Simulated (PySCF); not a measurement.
This PySCF input asks for the NMR shieldings of `[Si@H](N([SiH2]C=C)[SiH3])(C)OC`, C4H15NOSi3; the geometry comes from GFN2-xTB.

```python
import basis_set_exchange as bse
import numpy as np
from pyscf import gto, dft
from pyscf.prop import nmr

atoms = """
C     3.062782    1.651501    0.234749
C     2.112574    0.739246    0.356155
Si    1.662101   -0.523409   -0.966551
N     0.132224   -1.281842   -0.576059
Si   -0.043131   -2.938362   -0.099090
Si   -1.285500   -0.290743   -0.570090
C    -2.237888   -0.363365    1.070940
O    -0.628300    1.170974   -0.849334
C    -1.298577    2.388864   -0.920340
H     3.665453    1.719879   -0.656474
H     3.289764    2.370973    1.008367
H     1.534327    0.720021    1.272682
H     2.649855   -1.610764   -0.977133
H     1.575133    0.079480   -2.298946
H    -0.049936   -3.051230    1.365232
H    -1.322963   -3.417763   -0.622819
H     1.070584   -3.693248   -0.664678
H    -2.182642   -0.663660   -1.676892
H    -1.618765   -0.042686    1.905462
H    -2.569250   -1.374958    1.280668
H    -3.118859    0.273137    1.050130
H    -1.879933    2.572255   -0.013447
H    -0.553365    3.176797   -1.034901
H    -1.977423    2.408668   -1.776610
"""
names = dict.fromkeys(["C", "Si", "N", "O", "H"], "pcSseg-1")
basis = {el: gto.basis.parse(bse.get_basis(n, elements=[el], fmt="nwchem")) for el, n in names.items()}
mol = gto.M(atom=atoms, basis=basis, charge=0, verbose=0)
mf = dft.RKS(mol, xc="PBE0")
mf.grids.level = 2
mf.grids.alignment = dft.numint.BLKSIZE   # the property module wants whole blocks of grid points
mf.conv_tol = 1e-9
mf.kernel()

calc = nmr.RKS(mf)   # GIAO
C = mf.mo_coeff
Co = C[:, mf.mo_occ > 0]
resp = mf.gen_response(singlet=True, hermi=2)
def vind(x):   # induced exchange potential for any number of trial vectors
    d = np.einsum("pi,xij,qj->xpq", C, 2 * x.reshape(-1, C.shape[1], Co.shape[1]), Co, optimize=True)
    return np.einsum("xpq,pi,qj->xij", resp(d - d.transpose(0, 2, 1)), C, Co, optimize=True).ravel()
mo1, _ = nmr.rhf.solve_mo1(calc, with_cphf=vind)
sigma = calc.kernel(mo1)
for i, s in enumerate(sigma):   # ppm
    w = np.linalg.eigvalsh((s + s.T) / 2)
    print("%2d %-2s iso %8.1f  s11 %8.1f  s22 %8.1f  s33 %8.1f" % (i, mol.atom_pure_symbol(i), w.mean(), *w))
```

Question: What does it print?

Answer: 
```
 0 C  iso     50.9  s11    -75.3  s22     57.6  s33    170.3
 1 C  iso     37.3  s11    -83.5  s22     36.3  s33    159.2
 2 Si iso    384.8  s11    343.6  s22    365.5  s33    445.2
 3 N  iso    254.2  s11    228.2  s22    253.9  s33    280.4
 4 Si iso    405.7  s11    361.9  s22    386.6  s33    468.8
 5 Si iso    358.3  s11    317.0  s22    364.9  s33    393.0
 6 C  iso    186.6  s11    175.2  s22    187.0  s33    197.7
 7 O  iso    309.3  s11    263.3  s22    319.4  s33    345.4
 8 C  iso    136.1  s11    109.0  s22    113.3  s33    185.9
 9 H  iso     25.9  s11     21.9  s22     25.3  s33     30.4
10 H  iso     25.4  s11     21.7  s22     24.9  s33     29.7
11 H  iso     25.3  s11     20.7  s22     25.5  s33     29.7
12 H  iso     26.7  s11     22.8  s22     26.3  s33     31.1
13 H  iso     26.5  s11     23.5  s22     24.8  s33     31.3
14 H  iso     27.0  s11     23.1  s22     25.2  s33     32.7
15 H  iso     27.1  s11     23.7  s22     25.2  s33     32.3
16 H  iso     27.0  s11     23.2  s22     25.6  s33     32.3
17 H  iso     26.4  s11     23.5  s22     24.0  s33     31.7
18 H  iso     31.6  s11     27.7  s22     29.3  s33     37.8
19 H  iso     31.4  s11     26.7  s22     30.0  s33     37.3
20 H  iso     31.3  s11     26.9  s22     29.0  s33     38.2
21 H  iso     28.2  s11     23.2  s22     26.6  s33     34.7
22 H  iso     27.8  s11     23.0  s22     26.1  s33     34.3
23 H  iso     28.0  s11     23.7  s22     25.1  s33     35.2
```

These numbers come from an equivalent density-fitted implementation of the same equations, which agrees with the script to about 0.01 ppm for H and up to a few tenths of a ppm for heavy atoms, so last digits may differ.

Question: Turn these shieldings into chemical shifts. Chemical shifts δ = σref − σ; 13C (186.93 ppm), 29Si (349.16 ppm), 1H (31.72 ppm) against TMS; 15N (267.73 ppm) against NH3; H2O for 17O (336.08 ppm), all at this level.

Answer: Averaging equivalent atoms: C 1: 149.6; C 0: 136.1; C 8: 50.8; C 6: 0.3; Si 5: -9.2; Si 2: -35.6; Si 4: -56.6; N 3: 13.6; O 7: 26.8; H 11: 6.43; H 10: 6.29; H 9: 5.83; H 17: 5.30; H 13: 5.18; H 12: 4.97; H 14/15/16: 4.69; H 21/22/23: 3.74; H 18/19/20: 0.29 ppm. Experimental scales use liquid or dissolved standards, which lie at an offset from isolated NH3 (liquid NH3: subtract about 20 ppm) and H2O (liquid H2O: subtract about 36 ppm).

Size and cost of the density-fitted run: 249 basis functions, 2.4 min wall time on 1 thread of an Arm Neoverse N1, shared host; peak memory 1.2 GiB.
